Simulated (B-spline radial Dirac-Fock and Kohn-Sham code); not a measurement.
Kohn-Sham estimates against Dirac-Fock for the levels of Se¹⁷⁺

System: the Se¹⁷⁺ ion, [Ne] 3s2 3p5.

The density-functional columns are spherical, spin-unpolarised Dirac-Kohn-Sham results without Breit or QED terms: −ε is minus the orbital energy of the initial state and ΔSCF the difference of two total energies. The reference in the last column comes from multi-electron Dirac-Fock with separately optimised hole states, Breit and Lamb-shift corrections added in first order. All numbers are from an atomic code on a B-spline grid, in eV; a selection of levels is shown. The Kohn-Sham columns are given as differences from the reference. For the 1s level of heavy atoms much of the gap between ΔSCF and the reference is the Breit and QED part, -27.6 eV here; for other levels the error of the functional can be larger.

```csv
level,LDA −ε − DF,LDA ΔSCF − DF,Dirac-Fock
K,-210.3,+23.6,13322.5
L1,-82.6,-28.6,2316.2
L2,-62.2,+0.7,2135.2
M1,-29.8,-7.4,766.6
"M2,3",-20.4,+2.3,697.1
```

Values without a named source are computed, but for edge energies of neutral atoms, which are taken from tables.
